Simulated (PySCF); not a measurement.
A structure optimised at PBE0-D3(BJ)/def2-SVP, used in a PySCF frequency run:

```
Mo
O 1 1.6264
Cl 1 2.1787 2 107.55
Cl 1 2.1787 2 107.55 3 120.00
Cl 1 2.1787 2 107.55 3 -120.00
```
Charge +1, spin multiplicity 1.

Q: Write its SMILES, formula and point group.

A: [O]=[Mo+]([Cl])([Cl])[Cl], Cl₃MoO, C3v

Q: What are its rotational constants (standard atomic weights)?

A: 1.6363, 1.6363, 1.1013 GHz
